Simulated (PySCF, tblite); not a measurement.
Isomers of C3H12N2OSi2, one GFN2-xTB conformer each. Single-point energies are computed at PBE0/pcSseg-1 (PySCF, gas phase, no added dispersion term), electronic only.

| SMILES | GFN2-xTB relative energy (kJ/mol) |
| --- | --- |
| CN[Si@@H]1CC[Si@@H](O)N1 | 0.0 |
| CC(=O)N[Si@](C)(N)[SiH3] | 153.6 |

Conformers: `[CH3:1][NH:2][Si@@H:3]1[CH2:4][CH2:5][Si@@H:6]([OH:7])[NH:8]1` with C1–N2–Si3–C4 -71°, C5–Si6–O7–H 55°, N2–Si3–C4–C5 -141°, Si3–C4–C5–Si6 37°, C4–C5–Si6–O7 -151°, C5–Si6–N8–Si3 13°; `[CH3:1][C:2](=[O:3])[NH:4][Si@:5]([CH3:6])([NH2:7])[SiH3:8]` with C1–C2–N4–Si5 -179°, C2–N4–Si5–C6 -129°, N4–Si5–N7–H -67° and 161°.

What does PBE0/pcSseg-1 give for the same structures?

| SMILES | PBE0/pcSseg-1 E (Eh) | PBE0/pcSseg-1 (kJ/mol) | GFN2-xTB (kJ/mol) | point group |
| --- | --- | --- | --- | --- |
| CN[Si@@H]1CC[Si@@H](O)N1 | -884.73588 | 0.0 | 0.0 | C1 |
| CC(=O)N[Si@](C)(N)[SiH3] | -884.68880 | 123.6 | 153.6 | C1 |

Both levels put the same isomer lowest. As drawn, the lower has an O–H bond and an Si–O bond, which the higher lacks; the higher has a C=O bond, a C(=O)–N unit and an Si–Si bond, which the lower lacks.

Which frontier levels, dipoles and rotational constants go with these structures?

```
                  SMILES  HOMO (eV, PBE0/pcSseg-1)  LUMO (eV)  dipole (D)       A, B, C (MHz)
CN[Si@@H]1CC[Si@@H](O)N1                     -6.62       1.02        2.19  3438, 791.2, 700.4
CC(=O)N[Si@](C)(N)[SiH3]                     -6.86       0.26        3.91   1692, 1104, 833.1
```

What happens when harmonic zero-point energies from GFN2-xTB frequencies are added?

| SMILES | ZPE (kJ/mol) | electronic (kJ/mol) | with ZPE (kJ/mol) |
| --- | --- | --- | --- |
| CN[Si@@H]1CC[Si@@H](O)N1 | 407.9 | 0.0 | 0.0 |
| CC(=O)N[Si@](C)(N)[SiH3] | 394.3 | 123.6 | 110.0 |

The zero-point energies span 13.6 kJ/mol. The order is unchanged.
